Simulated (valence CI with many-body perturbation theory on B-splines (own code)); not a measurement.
# P+: key properties

Method: configuration interaction combined with many-body perturbation theory (CI+MBPT): four valence electrons over a frozen Dirac-Fock core [Ne], radial functions for each j: 11 s, 11 p, 9 d, 7 f, 5 g, 2 h, 1 i, with the one-electron correlation potential Σ1, the two-electron term Σ2, the three-electron term Σ3, Breit, model QED; selected CI, second order for the rest, scaled by the run's own slope (own B-spline code, finite nucleus).

Against 35 measured levels this calculation errs by 41 cm⁻¹ on average and by 147 at most. These come from a selection out of the NIST Handbook of Basic Atomic Spectroscopic Data. Levels without a partner in it may be off by more. Among the levels kept, up to 520 cm⁻¹ of a level comes from second order outside the variational space, and about a tenth of that is noise between levels of different J, which matters for small intervals.

Rates and lifetimes use the calculated energies. Strong lines usually hold to 10 to 20 %, long lifetimes can be off by a factor of two.

(1) What is the ground level?

(2) Among levels below 16.799 eV, which E1 lines absorb most strongly from the ground level?

(3) Where does the other parity begin?

(4) How well does LS coupling describe the low levels?

(5) How is the term 3P of the ground level split?

## Answers

(1) 3s2 3p2 3P_0, composition 94 % 3s2 3p2 3P.

(2) to 3s2 3p 3d 3P°_1 at 96.34 nm, f = 1.76; to 3s 3p3 3S°_1 at 90.63 nm, f = 0.350; to 3s2 3p 4d 3D°_1 at 78.36 nm, f = 0.308.

(3) At 3s 3p3 5S°_2, 5.647 eV.

(4) Among the lowest 20 levels the leading LS term, summed over configurations, holds 99 % on average. For single configurations the figures are 85 % in LS and 64 % in jj coupling. Terms hardly mix: every one of these levels is at least 95 % one term.

(5) J = 0 at 0.000, J = 1 at 0.021, J = 2 at 0.059 eV.
